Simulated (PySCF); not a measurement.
C4H7NSi. Atoms are numbered in the order given.

```xyz
13

N      2.8245     0.5239     0.2733
C      1.9970    -0.2915     0.4553
C      0.9846    -1.2740     0.6673
C     -0.2078    -1.2540     0.0119
C     -0.6517    -0.2175    -0.9572
Si    -1.8147     1.0597    -0.1236
H      1.2076    -2.0691     1.3963
H     -0.9258    -2.0566     0.2539
H      0.2068     0.3467    -1.3779
H     -1.2215    -0.6694    -1.7963
H     -2.2985     2.0381    -1.1581
H     -1.0692     1.7823     0.9606
H     -2.9970     0.3471     0.4747
```

The structure is a stationary point at PBE-D3(BJ)/def2-SVP. The structure was generated by enumeration; whether it is a known compound was not checked. One conformer was computed; it need not be the lowest.

Method: TDA-PBE/def2-SVPD in PySCF.

Vertical excitations. 

| state | energy (eV) | λ (nm) | f | main pairs |
|---|---|---|---|---|
| S1 | 5.57 | 222 | 0.396 | HOMO→LUMO 69 %, HOMO−1→LUMO 13 % |
| S2 | 5.67 | 219 | 0.084 | HOMO−1→LUMO 84 % |
| S3 | 5.89 | 211 | 0.001 | HOMO→LUMO+1 94 % |
| S4 | 5.93 | 209 | 0.005 | HOMO−2→LUMO 87 % |
| S5 | 6.09 | 204 | 0.016 | HOMO−4→LUMO 79 %, HOMO−3→LUMO 12 % |
| S6 | 6.24 | 199 | 0.008 | HOMO−3→LUMO 77 %, HOMO−4→LUMO 12 % |
| S7 | 6.30 | 197 | 0.007 | HOMO→LUMO+2 98 % |
| S8 | 6.58 | 189 | 0.020 | HOMO−5→LUMO 72 % |
| S9 | 6.77 | 183 | 0.012 | HOMO→LUMO+3 90 % |
| S10 | 6.99 | 177 | 0.000 | HOMO→LUMO+4 99 % |
| T1 | 3.39 | 365 | 0 | HOMO→LUMO 98 % |
| T2 | 5.33 | 233 | 0 | HOMO−1→LUMO 86 % |
| T3 | 5.65 | 220 | 0 | HOMO−3→LUMO 74 %, HOMO−2→LUMO 17 % |
| T4 | 5.70 | 218 | 0 | HOMO−5→LUMO 47 %, HOMO−2→LUMO 21 %, HOMO−4→LUMO 10 % |
Triplets are in the Tamm–Dancoff approximation.
